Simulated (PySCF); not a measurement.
**How methods differ on the ionisation energy of Rh²⁺**

Rh²⁺ [Kr] 4d7 (4F) → Rh³⁺ [Kr] 4d6 (5D), as a difference of total energies. Calculation: PySCF 2.14, in def2-QZVPPD with the def2 core potential (28 electrons) (7s5p4d4f2g, 88 functions); scalar relativity through the core potential. Correlated levels: valence: 4s2 4p6 frozen. The calculations carry no spin-orbit coupling.

```
           method  ionisation energy (eV)
              UHF                  29.424
    MP2 (valence)                  30.788
SCS-MP2 (valence)                  30.970
   CCSD (valence)                  30.712
CCSD(T) (valence)                  30.769
```

Question: How much does correlation contribute at CCSD(T) (valence)?

Answer: 30.769 − (29.424) = 1.345 eV, measured against UHF.

The reference lies between the lowest fine-structure levels, while these numbers refer to the centres of the terms.

Errors of the correlated levels include the incompleteness of this basis and the frozen core.

For comparison: 31.06 eV (semi-empirical (NIST evaluation); NIST Atomic Spectra Database, ionization energies).
